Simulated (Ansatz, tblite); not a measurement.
Spin states of Al₁₂ (relaxed from a model of Al12 flat piece, whose bonding it doesn't keep), each relaxed with PBE-D4/def2-SVP in Ansatz. Electronic energies in the gas phase.

The xTB rows come from tblite.

Singlet geometry (C2 within 0.1 Å):

Cartesian coordinates in Å:
```
Al 2.957 -1.324 0.238
Al 1.554 1.063 0.187
Al 0.691 -1.431 1.367
Al -1.678 -1.953 2.281
Al 3.317 0.131 -1.748
Al 0.676 -1.034 -1.368
Al -0.594 0.892 1.562
Al -3.221 0.059 1.919
Al 1.322 1.225 -2.929
Al -0.629 1.560 -1.251
Al -1.601 -0.850 -0.319
Al -2.794 1.661 0.062
```

Triplet geometry:

Cartesian coordinates in Å:
```
Al 2.8307 -1.2188 -1.3901
Al 1.0474 0.9679 -1.1807
Al 1.6944 -0.8819 0.8589
Al 0.7221 -0.7326 3.2030
Al 1.3399 -0.7194 -3.3668
Al -0.1203 -1.4706 -1.1160
Al 0.2342 1.4064 1.1803
Al -1.3366 0.7254 3.3666
Al -1.0089 0.2015 -3.2029
Al -1.6671 0.9322 -0.8588
Al -1.1636 -0.9078 1.1162
Al -2.5723 1.6977 1.3902
```

⟨S²⟩: triplet 2.07 at PBE0-D4/def2-SVP (pure 2.00).

Run but left out: HF/STO-3G (singlet: restricted singlet, unstable in another Hartree–Fock run and untested here).

Only these spin states were relaxed. The triplet has other bonds than the singlet, so the gap mixes isomer and spin.

```csv
level,triplet − singlet (kJ/mol),lowest of these,remarks
GFN1-xTB,29.9,singlet,–
PBE0-D4/def2-SVP,-0.8,tie,restricted SCF unstable in HF (singlet)
```

Question: Estimate the rows for GFN2-xTB, PBE-D4/def2-SVP.

Answer: 
| level | triplet − singlet (kJ/mol) | lowest of these | remarks |
| --- | --- | --- | --- |
| GFN2-xTB | 14.4 | singlet | – |
| PBE-D4/def2-SVP | 15.1 | singlet | restricted SCF unstable in HF (singlet) |

The xTB methods have no spin-polarisation term.
